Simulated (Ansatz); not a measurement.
Consider the cleavage of the Si–Si bond: `[SiH3][SiH2][SiH]1[CH2][AlH]1` + `[OH][SnH3]` → `[SiH3][SiH2][O][SnH3]` + `[CH2]1[AlH][SiH2]1`.

Calculated with Ansatz (gas phase, PBE0-D4/def2-TZVP geometries, no zero-point term in ΔE). CBS: MP2 limit from def2 TZ/QZ plus the TZ coupled-cluster correction, frozen cores. Functionals use def2-TZVPP. Elements past krypton have def2 core potentials. For Sn outer-core shells are correlated without core-valence functions, which leaves a few kJ/mol of doubt a bond. One conformer a species, not always the lowest.

Problem. Is it downhill or uphill in electronic energy at CCSD(T)/CBS, and by how much? (Estimate.)

Solution. Ansatz gave: Downhill: ΔE = -0.80 eV.

Problem. What do these levels give: r2SCAN-D4, B2PLYP, PBE0, MP2/def2-TZVPP, HF/def2-QZVPP, CCSD/CBS(def2)? (An estimate is asked.)

Solution. The calculation gave: r2SCAN-D4 -0.71, B2PLYP -0.86, PBE0 -0.64, MP2/def2-TZVPP -0.82, HF/def2-QZVPP -1.17, CCSD/CBS(def2) -0.86 eV.

Largest T1 diagnostic among the species: 0.014.

From PBE to PBE0 (25 % exact exchange), in def2-TZVPP and without D4, ΔE moves by −0.08 eV. The D4 term adds +0.04 eV with B3LYP and +0.02 eV with PBE0; it sums over pairs of atoms, weighted by their polarisabilities, and B3LYP, whose exchange is more repulsive, gets the larger term.

B3LYP here is the variant with VWN-RPA as its local correlation; programs differ in this.
